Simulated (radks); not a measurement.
Question: These are the eigenvalues of the occupied orbitals of an atom or ion with whole-number occupations (eV). All-electron calculation, scalar-relativistic Kohn-Sham, exchange-only PBE, spin-unpolarised, spherical densities, point nucleus. Program: a radial shooting solver on a logarithmic mesh with Libxc functionals.

1s: -23087.72
2s: -3387.108
2p: -3040.513
3s: -643.0027
3p: -529.0682
3d: -346.9101
4s: -125.5220
4p: -92.5712
4d: -44.7084
5p: -24.3940

Which element is it, and in what charge state? The configuration may be excited.

Answer: Z = 45, rhodium, charge +3: Rh3+ in [Ar] 3d10 4s1 4p6 4d6 5p1. The list shows which subshells hold electrons but not how many an open one holds; the 1s level, -848.46 hartree, gives Z - s = 41.2 by -(Z - s)^2/2, which with screening and relativity narrows Z to a few neighbours, and the depths of the outer levels then fix element, charge and occupations together.
